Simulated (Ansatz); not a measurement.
Born–Oppenheimer molecular dynamics of CH3Cl + CH6Si (13 atoms, charge 0, multiplicity 1). It starts from a relaxed structure.

The calculation used RKS PBE-D4/STO-3G in Ansatz.

```
ensemble             : NVT, Langevin thermostat
time step            : 0.5 fs
steps asked          : 500
set temperature      : 400 K
friction             : 0.005 /fs
temperature schedule : 125 steps to 400 K, then 375 steps to 100 K
seed                 : 842043
```

Frames 10 fs apart, positions in Å, forces in eV/Å.

Velocities at 45.0 fs (Å/ps):

```
C -3.21 -0.67 3.72
Si 3.14 -1.69 -1.78
H 0.17 -16.66 9.39
H -4.62 24.01 9.51
H 12.49 -0.73 0.01
H -13.66 13.07 -34.28
H -7.27 4.08 13.84
H 25.40 -20.97 8.16
C 1.70 0.78 5.71
Cl 0.71 -0.56 -1.82
H -0.60 2.57 7.76
H -9.13 -1.95 -7.54
H 10.93 -59.69 -29.94
```

```xyz
13
Properties=species:S:1:pos:R:3:forces:R:3 time_fs=45.0 energy_less_start_eV=0.320 T=319
C 0.624 -0.574 -2.386 0.74 -0.16 0.36
Si -0.516 0.345 -1.213 0.63 0.01 1.24
H 0.422 -0.239 -3.429 0.40 -0.47 0.36
H 0.524 -1.668 -2.267 -0.60 0.07 -0.49
H 1.696 -0.434 -2.114 -0.41 0.54 -0.40
H 0.059 1.578 -0.684 0.14 -0.08 -0.26
H -0.810 -0.454 -0.017 -0.04 -0.01 -0.40
H -1.718 0.705 -1.873 -0.87 0.09 -0.43
C -0.005 -0.115 2.985 2.51 -0.01 -2.02
Cl -0.600 1.578 2.698 -0.61 0.33 -0.22
H -0.601 -0.916 2.513 -0.89 0.15 0.44
H 0.173 -0.189 4.058 -0.02 -0.59 0.64
H 0.986 -0.177 2.397 -0.99 0.13 1.18
13
Properties=species:S:1:pos:R:3:forces:R:3 time_fs=55.0 energy_less_start_eV=0.433 T=293
C 0.641 -0.591 -2.353 -0.45 0.15 -1.32
Si -0.488 0.336 -1.214 -1.86 1.09 -1.51
H 0.411 -0.387 -3.426 0.03 0.40 0.50
H 0.424 -1.656 -2.277 0.63 -0.64 0.41
H 1.690 -0.317 -2.209 0.40 -0.51 0.21
H -0.002 1.704 -1.045 0.01 -0.25 0.39
H -0.789 -0.391 -0.019 0.23 -0.15 0.69
H -1.808 0.463 -1.936 0.99 -0.08 0.64
C 0.030 -0.136 3.000 -0.71 -0.94 -0.36
Cl -0.590 1.566 2.677 0.67 0.17 0.08
H -0.898 -0.723 2.781 0.90 -0.40 -0.54
H 0.196 -0.324 4.065 0.34 0.57 0.78
H 0.973 -0.448 2.442 -1.20 0.60 0.04
13
Properties=species:S:1:pos:R:3:forces:R:3 time_fs=65.0 energy_less_start_eV=0.295 T=418
C 0.678 -0.634 -2.350 0.76 0.59 0.33
Si -0.484 0.341 -1.206 -0.52 -0.64 -0.91
H 0.400 -0.367 -3.389 0.31 -0.39 0.06
H 0.637 -1.715 -2.196 -0.70 -0.43 -0.18
H 1.767 -0.437 -2.199 -0.56 0.54 -0.12
H -0.048 1.740 -1.146 -0.33 -0.22 -0.07
H -0.449 -0.227 0.130 -0.10 0.02 0.06
H -1.855 0.128 -1.828 1.14 0.52 0.79
C -0.008 -0.172 3.049 -0.22 0.14 -2.94
Cl -0.562 1.554 2.656 -0.13 -0.12 0.21
H -0.876 -0.860 2.889 0.19 0.28 0.50
H 0.386 -0.160 4.058 0.52 -0.30 0.84
H 0.733 -0.397 2.207 -0.36 0.03 1.43
13
Properties=species:S:1:pos:R:3:forces:R:3 time_fs=75.0 energy_less_start_eV=0.370 T=412
C 0.721 -0.679 -2.322 0.07 1.35 0.12
Si -0.476 0.311 -1.192 0.22 -0.16 -0.36
H 0.569 -0.549 -3.406 -0.21 0.34 0.00
H 0.576 -1.747 -2.147 0.38 -0.45 0.38
H 1.772 -0.334 -2.105 -0.77 -0.72 -0.06
H -0.313 1.752 -1.221 0.17 0.09 -0.39
H -0.118 -0.037 0.164 -0.16 -0.30 0.17
H -1.894 0.047 -1.452 0.30 -0.18 0.03
C -0.064 -0.178 3.054 1.48 -1.11 -1.70
Cl -0.528 1.548 2.648 -0.49 -0.19 0.32
H -0.880 -0.940 3.225 0.04 0.93 -0.72
H 0.546 -0.200 3.949 0.48 0.46 1.15
H 0.676 -0.465 2.210 -1.52 -0.08 1.03
13
Properties=species:S:1:pos:R:3:forces:R:3 time_fs=85.0 energy_less_start_eV=0.446 T=376
C 0.720 -0.680 -2.290 1.28 0.37 0.71
Si -0.447 0.274 -1.193 1.02 0.40 0.50
H 0.634 -0.566 -3.379 -0.15 -0.12 -0.02
H 0.669 -1.722 -1.975 -0.24 -0.73 -0.42
H 1.762 -0.387 -1.971 -0.78 0.06 -0.58
H -0.467 1.681 -1.532 0.16 0.21 0.13
H 0.098 -0.005 0.135 -0.13 0.40 -0.10
H -1.791 -0.146 -1.144 -1.15 -0.60 -0.28
C -0.061 -0.193 3.091 -1.44 -0.97 -2.58
Cl -0.504 1.534 2.648 0.40 0.47 -0.41
H -1.087 -0.588 3.279 0.56 -0.56 0.40
H 0.540 -0.131 3.982 0.90 -0.35 0.94
H 0.388 -0.799 2.189 -0.44 1.44 1.71
13
Properties=species:S:1:pos:R:3:forces:R:3 time_fs=95.0 energy_less_start_eV=0.272 T=461
C 0.741 -0.729 -2.240 1.48 0.75 -1.06
Si -0.424 0.240 -1.179 0.95 0.36 0.84
H 0.581 -0.560 -3.321 -0.19 0.20 0.04
H 0.705 -1.814 -2.137 0.13 -0.42 0.55
H 1.788 -0.341 -2.046 -0.85 -0.75 -0.11
H -0.514 1.596 -1.724 -0.31 -0.25 0.15
H 0.212 0.301 0.154 -0.41 0.08 -0.47
H -1.657 -0.472 -1.058 -0.78 -0.01 -0.01
C -0.124 -0.201 3.150 -0.63 -1.68 -1.90
Cl -0.470 1.523 2.642 0.18 -0.04 0.12
H -1.069 -0.645 3.543 0.10 0.13 -0.28
H 0.607 -0.268 3.942 1.01 0.41 0.82
H 0.251 -0.832 2.245 -0.67 1.21 1.31
13
Properties=species:S:1:pos:R:3:forces:R:3 time_fs=105.0 energy_less_start_eV=0.431 T=335
C 0.816 -0.800 -2.245 0.64 2.05 0.98
Si -0.414 0.212 -1.149 0.48 -0.02 -0.37
H 0.494 -0.529 -3.259 0.38 -0.49 -0.43
H 0.781 -1.867 -2.074 -0.38 -0.83 -0.03
H 1.903 -0.500 -2.094 -1.30 -0.05 -0.27
H -0.787 1.456 -1.833 0.07 -0.38 -0.09
H 0.156 0.692 0.115 -0.14 -0.53 -0.11
H -1.633 -0.591 -0.992 0.27 0.20 0.23
C -0.191 -0.224 3.224 0.12 0.08 -3.84
Cl -0.445 1.519 2.633 -0.47 -0.05 0.46
H -1.064 -0.664 3.718 -0.45 0.03 0.18
H 0.681 -0.153 3.828 1.42 -0.26 1.45
H 0.091 -0.746 2.224 -0.64 0.24 1.84
13
Properties=species:S:1:pos:R:3:forces:R:3 time_fs=115.0 energy_less_start_eV=0.479 T=280
C 0.850 -0.831 -2.227 0.90 0.75 0.72
Si -0.390 0.186 -1.139 -1.38 -0.79 -1.20
H 0.660 -0.828 -3.304 -0.45 0.69 -0.35
H 0.721 -1.874 -1.981 0.24 -1.02 0.59
H 1.957 -0.572 -2.115 -1.44 -0.18 0.20
H -0.982 1.214 -1.996 0.36 0.16 0.25
H 0.085 0.733 0.106 0.56 0.17 0.10
H -1.621 -0.598 -0.743 1.23 0.19 -0.39
C -0.187 -0.212 3.239 -2.00 -0.84 -2.04
Cl -0.432 1.518 2.635 0.29 -0.40 0.07
H -1.093 -0.447 3.820 -0.28 -0.10 0.18
H 0.648 -0.270 3.898 1.72 0.02 0.81
H -0.141 -0.973 2.369 0.26 1.34 1.06
13
Properties=species:S:1:pos:R:3:forces:R:3 time_fs=125.0 energy_less_start_eV=0.381 T=363
C 0.839 -0.881 -2.164 1.40 1.90 1.23
Si -0.381 0.140 -1.153 -0.30 -0.66 -0.54
H 0.619 -0.808 -3.232 0.27 -0.33 -0.28
H 0.833 -1.886 -1.779 -0.10 -1.17 -0.19
H 1.879 -0.474 -1.908 -1.24 -0.51 -0.93
H -1.022 1.128 -2.018 -0.08 -0.09 0.29
H 0.344 0.758 -0.089 0.20 0.46 0.49
H -1.324 -0.809 -0.558 -0.15 0.37 -0.11
C -0.207 -0.190 3.264 -2.03 -1.00 -2.63
Cl -0.418 1.514 2.628 0.31 0.20 -0.13
H -1.056 -0.312 3.951 -0.23 -0.55 0.14
H 0.706 -0.316 3.777 2.15 0.08 1.16
H -0.232 -0.944 2.373 -0.22 1.30 1.49
13
Properties=species:S:1:pos:R:3:forces:R:3 time_fs=135.0 energy_less_start_eV=0.678 T=203
C 0.839 -0.905 -2.084 2.65 0.84 -2.52
Si -0.361 0.091 -1.180 -0.23 1.19 1.26
H 0.638 -0.941 -3.157 -0.33 0.13 -0.58
H 0.941 -1.944 -1.840 0.09 -1.05 0.99
H 1.870 -0.411 -2.050 -1.24 -0.84 0.26
H -1.171 1.055 -1.888 -0.04 -0.05 -0.52
H 0.491 0.858 -0.298 -0.28 0.16 0.49
H -1.227 -0.785 -0.471 -0.61 -0.39 0.62
C -0.236 -0.165 3.283 -2.39 -1.33 -3.32
Cl -0.407 1.508 2.617 -0.58 1.19 0.14
H -0.942 -0.463 4.064 -0.40 0.46 0.61
H 0.766 -0.194 3.586 2.51 -0.80 0.88
H -0.475 -0.811 2.347 0.85 0.49 1.69
13
Properties=species:S:1:pos:R:3:forces:R:3 time_fs=145.0 energy_less_start_eV=0.403 T=332
C 0.910 -0.969 -2.154 0.74 2.25 0.97
Si -0.350 0.075 -1.172 0.46 0.72 0.52
H 0.545 -1.081 -3.176 0.24 -0.36 -0.40
H 1.000 -1.905 -1.629 0.21 -1.17 0.01
H 1.939 -0.456 -2.122 -1.52 -0.76 -0.36
H -1.215 0.850 -2.032 -0.06 0.08 -0.31
H 0.320 1.038 -0.270 -0.13 -0.45 -0.42
H -1.233 -0.709 -0.329 0.06 -0.33 -0.03
C -0.240 -0.184 3.270 -1.93 -0.96 -1.95
Cl -0.408 1.529 2.608 0.19 -0.42 -0.10
H -0.854 -0.204 4.173 -0.59 -0.38 0.31
H 0.756 -0.406 3.540 2.51 0.09 0.64
H -0.509 -1.012 2.494 -0.19 1.69 1.13
13
Properties=species:S:1:pos:R:3:forces:R:3 time_fs=155.0 energy_less_start_eV=0.652 T=194
C 0.959 -1.015 -2.180 0.90 2.33 0.43
Si -0.341 0.072 -1.163 0.59 -1.49 -0.90
H 0.617 -1.323 -3.181 -0.37 0.45 -0.10
H 1.166 -1.945 -1.676 0.40 -0.78 0.79
H 1.962 -0.447 -2.319 -1.64 -0.97 0.25
H -1.188 0.581 -2.231 -0.23 0.33 0.32
H 0.216 1.155 -0.327 -0.04 -0.44 -0.42
H -1.137 -0.855 -0.310 0.39 0.58 -0.38
C -0.228 -0.203 3.278 -3.94 1.04 -2.06
Cl -0.400 1.533 2.590 0.31 -0.52 -0.08
H -0.861 -0.120 4.142 -0.49 -0.20 1.52
H 0.775 -0.346 3.559 2.42 -0.91 0.11
H -0.810 -0.907 2.579 1.70 0.60 0.53
```

Of the whole run (250 fs, mean temperature of the second half 321 K): The schedule's set-point averaged 200 K over the second half and the system 321 K, so it lags behind the ramp. A run of 0.25 ps of so small a system gives no equilibrium averages. Limits of this set-up: minimal basis.

Time of the run: 9.8 min on 1 thread of Arm Neoverse V2, on a shared host, peak memory 0.08 GiB.
